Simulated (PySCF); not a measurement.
The multiplicity is imposed and other spin states were not computed.

**[Hf(F)4] (charge 0, multiplicity 1)**

All values below come from PySCF 2.14.0 with TPSSh-D3(BJ)/def2-TZVP // PBE-D3(BJ)/def2-SVP.

```
Item                                                         Result
-------------------------------------  ----------------------------
HOMO                                                      -11.01 eV
dipole moment                                             0.000 e·Å
LUMO                                                       -1.21 eV
HOMO–LUMO gap                                               9.80 eV
charge on the central atom (Mulliken)                        1.70 e
total energy                                           -447.9053 Ha
cost                                   very roughly 80 core-seconds
```

Bonds (Å): Hf1–F2 1.915, Hf1–F3 1.915, Hf1–F4 1.915, Hf1–F5 1.915. Angles (°): F2–Hf1–F3 109.5, F2–Hf1–F4 109.5, F2–Hf1–F5 109.5, F3–Hf1–F4 109.5, F3–Hf1–F5 109.5, F4–Hf1–F5 109.5.
